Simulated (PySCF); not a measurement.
# (LiF)2 ring

Geometry:
```csv
atom,x (Å),y (Å),z (Å)
Li1,0.729,0.639,0.611
F2,0.170,0.753,-0.988
Li3,-0.729,-0.640,-0.611
F4,-0.170,-0.752,0.988
```

Method: GIAO B97-2/def2-SVP magnetisability, rotational g tensor and spin-rotation constants, non-relativistic, gas phase in PySCF. Geometry: GFN2-xTB.

The bonding changed while the geometry was optimised; results refer to the coordinates, not to the name.

Q: Give the nuclear spin-rotation constants along the inertial axes (H = +C I·J) beside the isotropic shieldings.

A: Rotational constants 27.4127, 8.4651, 6.4678 GHz.
| atom | isotope | Caa (kHz) | Cbb (kHz) | Ccc (kHz) | mean (kHz) | σ (ppm) |
| --- | --- | --- | --- | --- | --- | --- |
| Li1 | 7Li | 0.428 | 0.316 | 0.270 | 0.338 | 89.5 |
| F2 | 19F | -2.258 | 8.189 | 1.758 | 2.563 | 406.4 |
| Li3 | 7Li | 0.428 | 0.316 | 0.270 | 0.338 | 89.5 |
| F4 | 19F | -2.229 | 8.193 | 1.764 | 2.576 | 406.2 |

For the geometry as given, no vibrational averaging.
